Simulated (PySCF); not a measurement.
## How methods differ on the ionisation energy of Rh²⁺

Rh²⁺ [Kr] 4d7 (4F) → Rh³⁺ [Kr] 4d6 (5D), as a difference of total energies. All numbers are calculated (PySCF 2.14, the spin-free X2C one-electron Hamiltonian (Gaussian nucleus), in aug-cc-pVTZ-DK). Correlated levels: valence: [Kr] frozen. The calculations carry no spin-orbit coupling.

```json
{"method": "UHF", "ionisation energy (eV)": "29.337"}
{"method": "LDA", "ionisation energy (eV)": "31.504"}
{"method": "PBE", "ionisation energy (eV)": "31.238"}
{"method": "PBE0", "ionisation energy (eV)": "31.064"}
{"method": "r2SCAN", "ionisation energy (eV)": "31.020"}
{"method": "wB97X", "ionisation energy (eV)": "31.039"}
{"method": "r2SCANh", "ionisation energy (eV)": "30.985"}
{"method": "B3LYP", "ionisation energy (eV)": "31.293"}
{"method": "MP2 (valence)", "ionisation energy (eV)": "30.686"}
{"method": "SCS-MP2 (valence)", "ionisation energy (eV)": "30.839"}
```

How much does correlation contribute at MP2 (valence)?

30.686 − (29.337) = 1.349 eV, measured against UHF.

A first-order spin-orbit estimate (lowest level to lowest level, LS coupling) adds 0.069 eV.

Errors of the correlated levels include the incompleteness of this basis and the frozen core.

For comparison: 31.06 eV (semi-empirical (NIST evaluation); NIST Atomic Spectra Database, ionization energies).
